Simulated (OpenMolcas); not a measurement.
An atom or ion with 48 electrons was computed by SS-RASPT2, IPEA 0.25 Eh, imaginary shift 0.1 Eh with spin-orbit coupling (OpenMolcas, ANO-RCC-VQZP, DKH2). The lowest levels that the run gave, each within 12 % of the measured value where one is at hand:

```csv
J,Parity,E (eV),g
0,even,0.0000,
0,odd,10.757,
1,odd,11.147,1.490
2,odd,12.229,1.501
1,odd,15.590,1.011
0,even,25.012,
1,even,25.851,1.501
2,even,26.055,1.197
2,even,27.287,1.304
```

Q: Which ion is it, and what are the configurations and terms?

A: I VI (Z = 53, charge +5; active space 2 electrons in 9 orbitals (RAS2 5s 5p; RAS3 5d, at most 2 electrons)). J, parity and g give the terms where levels are pure, and mixed ones are named by the computed weights; the size of the splittings, set against known spectra of the 48-electron sequence, gives the charge. In order, with the measured energies in eV (the list in Rauch et al., Astron. Astrophys. 606, A105 (2017)): 5s2 1S0, 5s 5p 3P* 0 (10.6212), 5s 5p 3P* 1 (11.0670), 5s 5p 3P* 2 (12.3594), 5s 5p 1P* 1 (15.7985), 5p2 3P0 (24.8074), 5p2 3P1 (25.8475), 5p2 1D2 [61 %] (25.9662), 5p2 3P2 [61 %] (27.5225).

CASPT2 does not keep the components of a term degenerate, so their means are used; among the terms shown or strongly mixed into the levels shown the widest spread is 19 cm-1 (5p2 1D). Active for correlation alone: 5d; no level in the range computed is led by a configuration that fills it, so any true level of that kind is missing. Some terms mix strongly with configurations of 5d, whose occupation reaches 0.21 (5p2 1D). Measured partners are found by configuration, term and J. A level has none where our copy of the source lacks it or the pairing is in doubt (some pairs that miss far off the trend of their configuration count as doubtful), and it then counts in no deviation. Only configurations of the active space appear.

A share in square brackets marks a mixed level and gives the weight of the term that names it. * marks odd parity.
